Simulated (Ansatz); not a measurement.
Cartesian coordinates in Å:
```
O 0.717 0.082 -1.118
Sc -0.311 0.037 0.406
F -1.523 1.385 0.687
Cl -0.100 -1.669 1.950
H 1.217 0.165 -1.925
```

The species carries charge 0 and has multiplicity 1.

Task: List the PBE0/def2-TZVPP orbital energies in eV (Ansatz 0.2.0). (Estimate.)

Result: Computed: Occupied: -4407.54, -2766.59, -672.94, -522.74, -483.21, -398.65, -398.59, -398.57, -258.45, -196.66, -196.64, -196.62, -59.28, -37.42, -37.08, -37.04, -30.93, -27.11, -21.79, -14.17, -11.86, -11.46, -11.41, -9.94, -9.87, -9.50, -9.04, -8.86. Lowest empty: -2.41, -1.49, -1.02, -0.17, 0.10, 0.26, 0.60, 1.33.
